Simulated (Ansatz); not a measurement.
Basis-set extrapolation for `BBC[SiH3]` (PBE0-D4/def2-TZVP geometry, frozen core, the Gaussian-basis code of Ansatz). Multiplicity 1, RHF reference.

|  | def2-TZVPP | def2-QZVPP |
| --- | --- | --- |
| HF | -380.827328 | -380.840868 |
| MP2 correlation | -0.503931 | -0.536561 |
| CCSD(T) correlation | -0.586531 | not run |

Energies in hartree. Use E(X) = E(∞) + A·exp(−7.88·√X) for Hartree–Fock and E(X) = E(∞) + B·X^(−2.97) for correlation, with X = 3 and 4, and add CCSD(T) minus MP2 of the smaller set to the MP2 limit.

**Question.** What is the CCSD(T) energy at the basis-set limit?

**Answer.** HF limit: -380.840868 + (-0.013540) × 0.13774 = -380.84273. MP2 limit: -0.536561 + (-0.032630) × 0.74074 = -0.56073. Higher-order term: -0.586531 − (-0.503931) = -0.08260. Total: -381.48606 hartree, 189.6 kJ/mol below CCSD(T)/def2-TZVPP.
